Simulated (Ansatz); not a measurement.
InH₂SF₃⁺, that is In(H2S)F3 with one electron fewer. Total charge 1; doublet. Geometry PBE-D4/def2-SVP, that of the neutral singlet.

```tsv
atom	x (Å)	y (Å)	z (Å)
In1	-0.389	-0.861	0.473
S2	0.120	1.744	-0.182
H3	1.298	1.010	-0.193
H4	-0.162	1.406	-1.475
F5	-1.104	-1.043	2.293
F6	1.609	-0.866	0.237
F7	-1.371	-1.388	-1.154
```

In the def2 sets In takes a core potential; there is no spin–orbit coupling.

**Question.** Estimate the α-spin orbital energies around the gap (eV) in Ansatz with PBE-D4/def2-TZVP, r2SCAN-D4/def2-TZVP, PBE0-D4/def2-TZVP.

**Answer.** 
```tsv
orbital	PBE-D4/def2-TZVP	r2SCAN-D4/def2-TZVP	PBE0-D4/def2-TZVP
HOMO−5	-15.00	-15.47	-16.95
HOMO−4	-14.92	-15.40	-16.71
HOMO−3	-14.84	-15.26	-16.52
HOMO−2	-14.64	-15.09	-16.25
HOMO−1	-14.51	-14.93	-16.17
HOMO	-14.42	-14.82	-15.93
LUMO	-9.51	-9.28	-8.48
LUMO+1	-7.77	-7.61	-7.24
LUMO+2	-6.95	-6.69	-6.39
LUMO+3	-6.16	-5.70	-5.30
LUMO+4	-5.13	-4.73	-4.33
LUMO+5	-4.87	-4.44	-4.03
β HOMO	-14.28	-14.57	-15.56
β LUMO	-14.15	-14.31	-13.95
```
